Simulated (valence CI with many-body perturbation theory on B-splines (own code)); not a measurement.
# Hf⁶⁴⁺: electric-dipole lines

Calculated by valence CI with perturbative core correlation (CI+MBPT): six valence electrons over a frozen Dirac-Fock core [He], radial functions for each j: 9 s, 9 p, 8 d, 6 f, 3 g, 1 h, with the one-electron correlation potential Σ1 (screened to all orders), the two-electron term Σ2, the three-electron term Σ3, Breit, model QED; selected single and double excitations, second order for the rest (own B-spline code, finite nucleus).

No measured spectrum was set against this ion. As an estimate, large intervals hold to a few tenths of a per cent, small ones and those within an open d or f shell to about a per cent. Among the levels kept, up to 4900 cm⁻¹ of a level comes from second order outside the variational space, and about a tenth of that is noise between levels of different J, which matters for small intervals.

Lines 101 to 150 of 201 in falling wavelength, among levels below 731.18 Ry, chosen from the strongest by gf and those to the six lowest levels. Wavelengths and rates use the calculated energies. Electric multipoles are in the length gauge, E1 and E2 with the static RPA response of the core. Weak lines are less certain than strong ones. Lines between different terms over intervals too small for the method are left out, as are lines whose strength nearly cancels.

Levels are named by their leading jj configuration (3d3/2^4 stands for four electrons in 3d with j = 3/2), which in mixed levels can hold well under half, so a name can repeat and another be missing. Letters in brackets count levels of one name in rising energy.

| λ vac (Å) | Upper | Lower | A (s⁻¹) | log gf | Branch % |
| --- | --- | --- | --- | --- | --- |
| 7.323 | (2s^2 2p1/2 2p3/2^2 3p3/2) J=2 [a] | (2s^2 2p1/2^2 2p3/2 3s) J=2 | 2.35e+12 | -1.03 | 16.1 |
| 7.275 | (2s 2p1/2^2 2p3/2^3) J=1 | (2s^2 2p1/2^2 2p3/2^2) J=2 | 1.44e+13 | -0.46 | 74.0 |
| 4.355 | (2s 2p1/2 2p3/2^4) J=1 | (2s^2 2p1/2^2 2p3/2^2) J=0 | 8.04e+08 | -5.16 | 0.0 |
| 4.268 | (2s 2p1/2 2p3/2^4) J=1 | (2s^2 2p1/2^2 2p3/2^2) J=2 | 8.06e+10 | -3.18 | 0.5 |
| 1.883 | (2s^2 2p1/2^2 2p3/2 3p1/2) J=1 | (2s 2p1/2^2 2p3/2^3) J=1 | 5.73e+09 | -5.04 | 0.5 |
| 1.882 | (2s^2 2p1/2^2 2p3/2 3p1/2) J=2 | (2s 2p1/2^2 2p3/2^3) J=1 | 4.25e+10 | -3.95 | 2.1 |
| 1.860 | (2s^2 2p1/2^2 2p3/2 3p1/2) J=1 | (2s 2p1/2^2 2p3/2^3) J=2 | 6.74e+10 | -3.98 | 5.4 |
| 1.860 | (2s^2 2p1/2^2 2p3/2 3p1/2) J=2 | (2s 2p1/2^2 2p3/2^3) J=2 | 7.01e+09 | -4.74 | 0.3 |
| 1.791 | (2s^2 2p1/2^2 2p3/2 3s) J=2 | (2s^2 2p1/2 2p3/2^3) J=2 | 9.72e+09 | -4.63 | 0.0 |
| 1.789 | (2s^2 2p1/2^2 2p3/2 3s) J=1 | (2s^2 2p1/2 2p3/2^3) J=2 | 5.21e+09 | -5.12 | 0.0 |
| 1.787 | (2s^2 2p1/2^2 2p3/2 3p3/2) J=1 | (2s 2p1/2^2 2p3/2^3) J=1 | 1.44e+10 | -4.68 | 0.7 |
| 1.787 | (2s^2 2p1/2^2 2p3/2 3s) J=2 | (2s^2 2p1/2 2p3/2^3) J=1 | 2.10e+09 | -5.30 | 0.0 |
| 1.784 | (2s^2 2p1/2^2 2p3/2 3s) J=1 | (2s^2 2p1/2 2p3/2^3) J=1 | 1.62e+10 | -4.63 | 0.0 |
| 1.780 | (2s^2 2p1/2^2 2p3/2 3p3/2) J=2 | (2s 2p1/2^2 2p3/2^3) J=1 | 5.30e+09 | -4.90 | 0.3 |
| 1.773 | (2s^2 2p1/2^2 2p3/2 3p3/2) J=0 | (2s 2p1/2^2 2p3/2^3) J=1 | 4.78e+11 | -3.65 | 11.0 |
| 1.767 | (2s^2 2p1/2^2 2p3/2 3p3/2) J=3 | (2s 2p1/2^2 2p3/2^3) J=2 | 5.29e+10 | -3.76 | 2.5 |
| 1.766 | (2s^2 2p1/2^2 2p3/2 3p3/2) J=1 | (2s 2p1/2^2 2p3/2^3) J=2 | 1.10e+11 | -3.81 | 5.2 |
| 1.759 | (2s^2 2p1/2^2 2p3/2 3p3/2) J=2 | (2s 2p1/2^2 2p3/2^3) J=2 | 7.29e+10 | -3.77 | 3.8 |
| 1.651 | (2s^2 2p1/2^2 2p3/2 3d3/2) J=2 | (2s^2 2p1/2 2p3/2^3) J=2 | 3.65e+10 | -4.13 | 0.0 |
| 1.650 | (2s^2 2p1/2^2 2p3/2 3d3/2) J=3 | (2s^2 2p1/2 2p3/2^3) J=2 | 8.04e+09 | -4.64 | 0.0 |
| 1.649 | (2s^2 2p1/2^2 2p3/2 3d3/2) J=1 | (2s^2 2p1/2 2p3/2^3) J=2 | 7.97e+10 | -4.01 | 0.0 |
| 1.647 | (2s^2 2p1/2^2 2p3/2 3d3/2) J=2 | (2s^2 2p1/2 2p3/2^3) J=1 | 1.30e+11 | -3.58 | 0.1 |
| 1.645 | (2s^2 2p1/2^2 2p3/2 3d3/2) J=1 | (2s^2 2p1/2 2p3/2^3) J=1 | 2.58e+09 | -5.50 | 0.0 |
| 1.644 | (2s^2 2p1/2^2 2p3/2 3d3/2) J=0 | (2s^2 2p1/2 2p3/2^3) J=1 | 6.25e+10 | -4.60 | 6.6 |
| 1.629 | (2s^2 2p1/2^2 2p3/2 3d5/2) J=2 | (2s^2 2p1/2 2p3/2^3) J=2 | 4.70e+09 | -5.03 | 0.0 |
| 1.626 | (2s^2 2p1/2^2 2p3/2 3d5/2) J=3 | (2s^2 2p1/2 2p3/2^3) J=2 | 7.26e+09 | -4.70 | 0.0 |
| 1.625 | (2s^2 2p1/2^2 2p3/2 3d5/2) J=2 | (2s^2 2p1/2 2p3/2^3) J=1 | 2.43e+09 | -5.32 | 0.0 |
| 1.623 | (2s^2 2p1/2^2 2p3/2 3d5/2) J=1 | (2s^2 2p1/2 2p3/2^3) J=2 | 8.39e+09 | -5.00 | 0.0 |
| 1.619 | (2s^2 2p1/2^2 2p3/2 3d5/2) J=1 | (2s^2 2p1/2 2p3/2^3) J=1 | 2.51e+10 | -4.53 | 0.0 |
| 1.590 | (2s^2 2p1/2 2p3/2^2 3p1/2) J=1 [a] | (2s 2p1/2^2 2p3/2^3) J=1 | 1.01e+11 | -3.94 | 15.4 |
| 1.588 | (2s^2 2p1/2 2p3/2^2 3p1/2) J=2 [a] | (2s 2p1/2^2 2p3/2^3) J=1 | 4.01e+09 | -5.12 | 0.3 |
| 1.577 | (2s^2 2p1/2 2p3/2^2 3p1/2) J=2 [b] | (2s 2p1/2^2 2p3/2^3) J=1 | 5.37e+11 | -3.00 | 21.7 |
| 1.575 | (2s^2 2p1/2 2p3/2^2 3p1/2) J=1 [b] | (2s 2p1/2^2 2p3/2^3) J=1 | 6.02e+10 | -4.17 | 4.3 |
| 1.574 | (2s^2 2p1/2 2p3/2^2 3p1/2) J=1 [a] | (2s 2p1/2^2 2p3/2^3) J=2 | 1.12e+10 | -4.91 | 1.7 |
| 1.572 | (2s^2 2p1/2 2p3/2^2 3p1/2) J=2 [a] | (2s 2p1/2^2 2p3/2^3) J=2 | 3.49e+10 | -4.19 | 2.9 |
| 1.569 | (2s^2 2p1/2 2p3/2^2 3p1/2) J=3 | (2s 2p1/2^2 2p3/2^3) J=2 | 8.17e+10 | -3.68 | 5.0 |
| 1.566 | (2s^2 2p1/2 2p3/2^2 3p1/2) J=0 | (2s 2p1/2^2 2p3/2^3) J=1 | 9.51e+11 | -3.46 | 40.1 |
| 1.561 | (2s^2 2p1/2 2p3/2^2 3p1/2) J=2 [b] | (2s 2p1/2^2 2p3/2^3) J=2 | 8.97e+11 | -2.79 | 36.3 |
| 1.559 | (2s^2 2p1/2 2p3/2^2 3p1/2) J=1 [b] | (2s 2p1/2^2 2p3/2^3) J=2 | 3.84e+10 | -4.38 | 2.7 |
| 1.541 | (2s 2p1/2^2 2p3/2^2 3s) J=2 [a] | (2s 2p1/2^2 2p3/2^3) J=1 | 1.82e+13 | -1.49 | 9.2 |
| 1.531 | (2s 2p1/2^2 2p3/2^2 3s) J=3 | (2s 2p1/2^2 2p3/2^3) J=2 | 3.19e+13 | -1.10 | 93.2 |
| 1.526 | (2s 2p1/2^2 2p3/2^2 3s) J=1 [a] | (2s 2p1/2^2 2p3/2^3) J=1 | 2.27e+13 | -1.62 | 21.3 |
| 1.526 | (2s^2 2p1/2^2 2p3/2 3s) J=1 | (2s^2 2p1/2^2 2p3/2^2) J=0 | 6.71e+13 | -1.15 | 29.0 |
| 1.525 | (2s 2p1/2^2 2p3/2^2 3s) J=2 [a] | (2s 2p1/2^2 2p3/2^3) J=2 | 1.77e+14 | -0.51 | 89.4 |
| 1.525 | (2s 2p1/2^2 2p3/2^2 3s) J=1 [b] | (2s 2p1/2^2 2p3/2^3) J=1 | 1.46e+14 | -0.81 | 71.1 |
| 1.524 | (2s 2p1/2^2 2p3/2^2 3s) J=2 [b] | (2s 2p1/2^2 2p3/2^3) J=1 | 2.69e+13 | -1.33 | 64.9 |
| 1.524 | (2s^2 2p1/2 2p3/2^2 3s) J=2 [a] | (2s^2 2p1/2 2p3/2^3) J=2 | 8.85e+12 | -1.81 | 15.5 |
| 1.521 | (2s^2 2p1/2 2p3/2^2 3s) J=1 [a] | (2s^2 2p1/2 2p3/2^3) J=2 | 3.41e+13 | -1.45 | 13.7 |
| 1.520 | (2s^2 2p1/2 2p3/2^2 3p3/2) J=0 | (2s 2p1/2^2 2p3/2^3) J=1 | 1.00e+12 | -3.46 | 27.6 |
| 1.520 | (2s^2 2p1/2 2p3/2^2 3s) J=2 [a] | (2s^2 2p1/2 2p3/2^3) J=1 | 2.67e+13 | -1.33 | 46.9 |

Q: How does gf follow from A for the line at 1.559 Å?

A: gf = 1.4992 × (2J+1)_upper × A / σ², with σ = 64148804 cm⁻¹ and 2J+1 = 3: gf = 4.20e-05.
